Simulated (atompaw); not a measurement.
# Plane-wave convergence, PAW (atompaw) potential for tellurium

atompaw 4.2.0.5 input, output lines left out:

```
Te 52
GGA-PBE scalarrelativistic loggrid 1500 logderivrange -14 5 476
5 5 4 0 0 0
5 0 1.75
5 1 4.25
0 0 0
c
c
c
v
v
c
c
v
v
c
v
2
1.70 1.35 1.30 1.20
n
n
y
-0.8
n
custom polynom vanderbiltortho besselshape
bessel
0.95
1.70
0.95
1.45
1.70
1.70
```

The pseudo-atom Hamiltonian at the reference potential is diagonalised in spherical Bessel functions j_l(qr) that vanish at 20 bohr, with q² up to the cutoff. All-electron valence levels (Ry): 4s -12.1087, 5s -1.1246, 4p -8.4351, 5p -0.4479, 4d -3.0866.

How do the lowest levels (Ry) of each channel move with the cutoff, and are there ghosts?

```
cutoff (Ry)      s #1     s #2     p #1     p #2     d #1    d #2    f #1    f #2  Σ f·Δε (mRy)
          8   -8.2165  -0.8871  -1.2695  -0.0095  -0.3924  0.0644  0.1128  0.2356       79998.4
         15  -11.4919  -1.1093  -2.7553  -0.1646  -2.3172  0.0578  0.1127  0.2355       44237.0
         25  -12.0365  -1.1238  -7.0242  -0.4301  -3.0329  0.0562  0.1127  0.2355        9223.9
         40  -12.0579  -1.1245  -8.3402  -0.4472  -3.0799  0.0561  0.1127  0.2355         741.1
         60  -12.1005  -1.1246  -8.4319  -0.4477  -3.0862  0.0560  0.1127  0.2355          39.8
         90  -12.1074  -1.1246  -8.4337  -0.4479  -3.0865  0.0560  0.1127  0.2355          11.4
        120  -12.1081  -1.1246  -8.4350  -0.4479  -3.0865  0.0560  0.1127  0.2355           1.9
        180  -12.1086  -1.1246  -8.4351  -0.4479  -3.0866  0.0560  0.1127  0.2355           0.3
        400  -12.1087  -1.1246  -8.4351  -0.4479  -3.0866  0.0560  0.1127  0.2355           0.0
```

Result: no extra level below or beside the all-electron valence levels (s, p, d, f tested); 10 mRy is reached at 100 Ry and 1 mRy at 140 Ry.
